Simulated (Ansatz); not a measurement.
Steps of a relaxation of C₃H₇AlO with RKS PBE0-D4/def2-TZVP.

```sh
$ ansatz run in.yaml --threads 4 --pin off --events-out ev --progress --plain --max-ram 10444MiB
```

```yaml
crystal:
  periodic: [false, false, false]
  atoms:
    - {symbol: C, position_ang: [-1.341509, -0.767619, 0.295381]}
    - {symbol: C, position_ang: [-0.173322, 0.110643, -0.009812]}
    - {symbol: O, position_ang: [0.916586, 0.008178, 1.177519]}
    - {symbol: C, position_ang: [0.772058, -0.116684, -1.197770]}
    - {symbol: Al, position_ang: [1.161810, 1.480848, -0.140437]}
    - {symbol: H, position_ang: [-1.883001, -0.464963, 1.217557]}
    - {symbol: H, position_ang: [-1.045591, -1.839427, 0.391191]}
    - {symbol: H, position_ang: [-2.066692, -0.693407, -0.540448]}
    - {symbol: H, position_ang: [0.442710, 0.302506, 1.982848]}
    - {symbol: H, position_ang: [1.328803, -1.081092, -1.242331]}
    - {symbol: H, position_ang: [0.246567, 0.091051, -2.151164]}
    - {symbol: H, position_ang: [1.718480, 2.914866, 0.251266]}
basis:
  gaussian: {orbitals: def2-TZVP}
hamiltonian: {xc: pbe0, dispersion: d4}
relax: {f_tol: 0.005, max_steps: 150}
```

Positions (Å) and forces (eV/Å) along the path, 9 of 9 steps:

```xyz
12
step=1 energy=-11860.3650 eV
C    -1.342   -0.768    0.295   -0.182   -0.186    0.025
C    -0.173    0.111   -0.010    0.172    0.141    0.069
O     0.917    0.008    1.178   -0.515    0.487    0.149
C     0.772   -0.117   -1.198    0.072   -0.133   -0.122
Al    1.162    1.481   -0.140   -0.338   -0.650    0.135
H    -1.883   -0.465    1.218    0.289   -0.129   -0.436
H    -1.046   -1.839    0.391   -0.123    0.518   -0.044
H    -2.067   -0.693   -0.540    0.368   -0.018    0.376
H     0.443    0.303    1.983    0.386   -0.253   -0.612
H     1.329   -1.081   -1.242   -0.310    0.508    0.027
H     0.247    0.091   -2.151    0.239   -0.110    0.494
H     1.718    2.915    0.251   -0.057   -0.176   -0.061
12
step=2 energy=-11860.4128 eV
C    -1.336   -0.763    0.293   -0.076   -0.050   -0.015
C    -0.182    0.122   -0.012    0.232    0.035    0.100
O     0.908    0.008    1.164   -0.204    0.321   -0.051
C     0.769   -0.114   -1.188   -0.012    0.041   -0.095
Al    1.150    1.474   -0.138   -0.198   -0.487    0.095
H    -1.870   -0.466    1.206    0.078   -0.036   -0.128
H    -1.032   -1.820    0.387   -0.024    0.166   -0.019
H    -2.052   -0.693   -0.535    0.098   -0.010    0.112
H     0.447    0.290    1.966    0.126   -0.090   -0.134
H     1.312   -1.071   -1.223   -0.094    0.163    0.031
H     0.250    0.085   -2.132    0.077   -0.031    0.119
H     1.712    2.895    0.246   -0.003   -0.023   -0.015
12
step=3 energy=-11860.4233 eV
C    -1.332   -0.763    0.290    0.032    0.013    0.007
C    -0.180    0.120   -0.008   -0.048    0.062    0.013
O     0.903    0.020    1.167    0.028    0.063   -0.181
C     0.764   -0.111   -1.189    0.043    0.019    0.045
Al    1.145    1.457   -0.133   -0.015   -0.088    0.066
H    -1.866   -0.468    1.197   -0.028    0.007    0.038
H    -1.024   -1.812    0.385    0.008   -0.056    0.004
H    -2.041   -0.696   -0.537   -0.020    0.003   -0.032
H     0.448    0.298    1.968   -0.023    0.000    0.059
H     1.301   -1.063   -1.223    0.033   -0.056   -0.004
H     0.246    0.089   -2.127   -0.024    0.009   -0.016
H     1.712    2.875    0.242    0.014    0.025    0.001
12
step=4 energy=-11860.4247 eV
C    -1.333   -0.764    0.291    0.010   -0.002    0.006
C    -0.185    0.125   -0.010   -0.027   -0.009   -0.019
O     0.903    0.024    1.158    0.001    0.041    0.008
C     0.765   -0.111   -1.186   -0.006    0.013   -0.037
Al    1.144    1.457   -0.130    0.029   -0.009    0.020
H    -1.868   -0.471    1.199   -0.009    0.001    0.009
H    -1.021   -1.813    0.385    0.002   -0.013    0.001
H    -2.043   -0.698   -0.536   -0.007    0.000   -0.009
H     0.451    0.296    1.964    0.004   -0.014    0.033
H     1.300   -1.065   -1.218    0.003   -0.013    0.006
H     0.248    0.089   -2.126   -0.003   -0.002   -0.015
H     1.716    2.874    0.244    0.002    0.006   -0.002
12
step=5 energy=-11860.4251 eV
C    -1.332   -0.765    0.291    0.001   -0.002    0.002
C    -0.187    0.126   -0.011   -0.040   -0.006   -0.031
O     0.902    0.028    1.158    0.011    0.021    0.039
C     0.764   -0.110   -1.188   -0.005   -0.001   -0.013
Al    1.146    1.456   -0.128    0.020    0.001    0.004
H    -1.870   -0.472    1.199    0.002   -0.002   -0.003
H    -1.019   -1.814    0.386    0.001    0.004    0.000
H    -2.042   -0.702   -0.537    0.001   -0.001    0.001
H     0.451    0.297    1.967    0.010   -0.015    0.001
H     1.297   -1.066   -1.218   -0.002    0.003    0.002
H     0.248    0.091   -2.128    0.003   -0.001    0.001
H     1.720    2.874    0.244   -0.001   -0.001   -0.003
12
step=6 energy=-11860.4253 eV
C    -1.334   -0.765    0.289    0.002   -0.009    0.034
C    -0.192    0.128   -0.014    0.004    0.023   -0.018
O     0.904    0.031    1.161   -0.017    0.013    0.007
C     0.762   -0.110   -1.186    0.012   -0.001   -0.018
Al    1.146    1.454   -0.125    0.022   -0.004    0.010
H    -1.870   -0.476    1.198   -0.003   -0.003   -0.007
H    -1.016   -1.813    0.381   -0.005   -0.013    0.000
H    -2.045   -0.703   -0.538    0.004    0.001    0.001
H     0.456    0.297    1.972   -0.005   -0.008   -0.005
H     1.291   -1.069   -1.214    0.000    0.005   -0.001
H     0.253    0.095   -2.129   -0.010   -0.003   -0.002
H     1.720    2.874    0.238   -0.001   -0.001   -0.001
12
step=7 energy=-11860.4255 eV
C    -1.332   -0.766    0.290   -0.005   -0.003    0.006
C    -0.193    0.131   -0.016   -0.002    0.002   -0.007
O     0.902    0.034    1.162    0.005    0.002    0.009
C     0.761   -0.108   -1.187    0.003   -0.005    0.004
Al    1.149    1.453   -0.123    0.007    0.002    0.002
H    -1.871   -0.476    1.198    0.002   -0.001   -0.004
H    -1.013   -1.813    0.385    0.000    0.001    0.000
H    -2.043   -0.708   -0.538   -0.001   -0.002    0.002
H     0.452    0.297    1.973   -0.003    0.000   -0.011
H     1.289   -1.068   -1.216   -0.002    0.004   -0.002
H     0.252    0.097   -2.130   -0.002    0.002    0.002
H     1.725    2.873    0.238   -0.002   -0.002    0.000
12
step=8 energy=-11860.4255 eV
C    -1.332   -0.767    0.290   -0.002   -0.001    0.001
C    -0.194    0.131   -0.017    0.000    0.003   -0.006
O     0.901    0.035    1.162    0.005   -0.003    0.003
C     0.761   -0.108   -1.188    0.000   -0.003    0.006
Al    1.151    1.452   -0.123   -0.001    0.000    0.001
H    -1.871   -0.476    1.198    0.001    0.000    0.000
H    -1.012   -1.813    0.387    0.000    0.001    0.000
H    -2.043   -0.710   -0.538    0.000   -0.001    0.001
H     0.450    0.298    1.972   -0.002    0.002   -0.004
H     1.287   -1.068   -1.218   -0.001    0.001   -0.002
H     0.252    0.099   -2.130    0.000    0.002    0.001
H     1.727    2.872    0.238    0.000    0.000    0.000
12
step=9 energy=-11860.4256 eV
C    -1.332   -0.767    0.290    0.000    0.000   -0.001
C    -0.194    0.131   -0.018    0.001    0.000   -0.002
O     0.901    0.036    1.163    0.002   -0.002   -0.002
C     0.761   -0.108   -1.188    0.000   -0.001    0.004
Al    1.152    1.451   -0.122   -0.002    0.000    0.000
H    -1.871   -0.476    1.197    0.000    0.000    0.001
H    -1.010   -1.813    0.388    0.000    0.000    0.000
H    -2.043   -0.712   -0.537    0.000    0.000    0.000
H     0.448    0.299    1.971   -0.001    0.002    0.002
H     1.286   -1.069   -1.219    0.000   -0.001   -0.001
H     0.252    0.101   -2.130    0.000    0.001    0.000
H     1.728    2.871    0.238    0.000    0.001    0.000
```

Hardware: 4 threads of an Arm Neoverse V2 on a shared host. Wall time 26 s, peak host memory 0.51 GiB.
